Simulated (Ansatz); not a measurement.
One geometry of NbB₇, several levels of theory.

```yaml
crystal:
  periodic: [false, false, false]
  atoms:
    - {symbol: Nb, position_ang: [1.022642, -0.170957, 0.958339]}
    - {symbol: B, position_ang: [0.275527, -0.720884, -1.078955]}
    - {symbol: B, position_ang: [-1.364925, 0.073693, 0.341064]}
    - {symbol: B, position_ang: [0.515335, -1.978195, -0.081401]}
    - {symbol: B, position_ang: [-0.714864, 1.511763, 0.391289]}
    - {symbol: B, position_ang: [-0.942575, -1.430359, 0.110409]}
    - {symbol: B, position_ang: [0.395984, 0.860157, -0.927254]}
    - {symbol: B, position_ang: [0.812876, 1.854782, 0.286499]}
basis:
  gaussian: {orbitals: def2-TZVP, initial_orbitals: start.molden}
correlation: {method: mp2}
scf: {omitted_lower_state_checks: [starts]}
output: {orbitals: {seedname: orbitals}}
```

The file start.molden holds the orbitals of an earlier run on this structure, at another level or in another basis.

```sh
$ ansatz run in.yaml --threads 2 --pin off --events-out ev --progress --plain --max-ram 31744MiB --backend cpu
```

Shortened log:

```
Functional definition: HF
1715 factors; integrals over basis functions are off by at most 6.6e-4 eV
mean field evaluation 1: about -6225.7528 eV, gradient 2.2e1 eV
mean field evaluation 2: about -6226.8011 eV, gradient 1.2e0 eV
mean field evaluation 4: about -6227.3704 eV, gradient 5.5e-2 eV
mean field evaluation 8: about -6227.3705 eV, gradient 2.4e-6 eV
mean field -6227.37049368 eV, -228.8516445794 hartree, gradient 6.5e-6 eV, S^2 0.000000; 0 other end points of the search recorded, 0 dependent functions left out; unrestricted orbitals would lower it
7 core orbitals not correlated: weight in the atoms' cores, before any rotation towards them, 1.000 or more for the frozen orbitals, at most 0.000 for the correlated occupied ones
reference -6227.37049368 eV, -228.8516445794 hartree; 17, 17 occupied and 233, 233 virtual orbitals, 1715 factors
second order -31.78064001 eV of doubles, -0.00000000 eV of singles
Total energy: -6259.15113369 eV, -230.0195615582 hartree
Checks for a lower state left out: starts
```

Hardware: 2 threads of AMD EPYC 7R13 on a shared host. Wall time 9 s, peak host memory 0.84 GiB.

As the first input, with `hamiltonian: {xc: {name: B2PLYP}}` and without the key `correlation`, `output` (abridged; 13 s):

```
Functional definition: B2PLYP
mean field -6260.45236341 eV, -230.0673808685 hartree, gradient 4.2e-6 eV, S^2 0.000000
7 core orbitals not correlated: weight in the atoms' cores, before any rotation towards them, 1.000 or more for the frozen orbitals, at most 0.000 for the correlated occupied ones
second order -41.07950603 eV of doubles, -0.00000000 eV of singles
Total energy: -6271.54398282 eV, -230.4749903635 hartree
Checks for a lower state left out: starts
```

First input, but with `gaussian: {orbitals: def2-SVP, initial_orbitals: start.molden}`, `hamiltonian: {xc: {text: "exchange = 0.85*pbe_x + 0.15*exact_x\ncorrelation = pbe_c"}}` and without the key `correlation` (abridged; 2.6 s):

```
Functional definition: unnamed
mean field -6267.06711909 eV, -230.3104686560 hartree, gradient 2.0e-5 eV, S^2 0.000000
Total energy: -6267.06715503 eV, -230.3104699767 hartree
Checks for a lower state left out: starts
```

The first input with `hamiltonian: {xc: pbe, dispersion: d4}`, `output: {forces: true, orbitals: {seedname: orbitals}}` and without the key `correlation` (abridged; 6 s):

```
Functional definition: PBE
mean field -6272.70298762 eV, -230.5175830043 hartree, gradient 1.3e-5 eV, S^2 0.000000
Total energy: -6273.04706710 eV, -230.5302276918 hartree
Atom 0 force     0.094446    -0.014745     0.046542 eV/Å
Atom 1 force     0.066224     0.152325     0.134199 eV/Å
Atom 2 force     0.154975    -0.016736     0.006553 eV/Å
Atom 3 force    -0.308333     0.338444    -0.076119 eV/Å
Atom 4 force     0.135335    -0.252117    -0.060275 eV/Å
Atom 5 force     0.169725     0.238203    -0.016703 eV/Å
Atom 6 force     0.045681    -0.183908     0.104741 eV/Å
Atom 7 force    -0.358053    -0.261466    -0.138938 eV/Å
Dipole moment:     0.630909    -0.117153     0.715088 e Å
Checks for a lower state left out: starts
```

First input, but with `gaussian: {orbitals: def2-TZVPD, initial_orbitals: start.molden}`, `hamiltonian: {xc: r2scan, dispersion: d4}` and without the key `correlation` (abridged; 3.2 s, on the card):

```
Functional definition: r2SCAN
mean field -6276.97462636 eV, -230.6745628324 hartree, gradient 2.1e-5 eV, S^2 0.000000
Total energy: -6277.04516152 eV, -230.6771549520 hartree
Checks for a lower state left out: starts
```

The first input with `hamiltonian: {xc: pbe0, dispersion: d4}` and without the key `correlation` (abridged; 8 s):

```
Functional definition: PBE0
mean field -6271.99143035 eV, -230.4914337570 hartree, gradient 2.2e-5 eV, S^2 0.000000
Total energy: -6272.28079279 eV, -230.5020676303 hartree
Checks for a lower state left out: starts
```

The first input with `hamiltonian: {xc: {name: BHLYP}, dispersion: d4}` and without the key `correlation` (abridged; 9.5 s):

```
Functional definition: BHLYP
mean field -6271.94198868 eV, -230.4896168091 hartree, gradient 2.1e-5 eV, S^2 0.000000
Total energy: -6272.45155971 eV, -230.5083431988 hartree
Checks for a lower state left out: starts
```

Geometry: PBE-D4/def2-SVP.

In the def2 sets Nb takes a core potential; there is no spin–orbit coupling. Correlated methods freeze 7 core orbitals; core or outer-core shells of Nb are correlated, in sets that lack core-valence functions. At MP2/def2-TZVP the restricted singlet (for correlated methods, its reference) is unstable: a solution with broken spin symmetry lies lower. The structure comes from a short search, and lower isomers may exist.
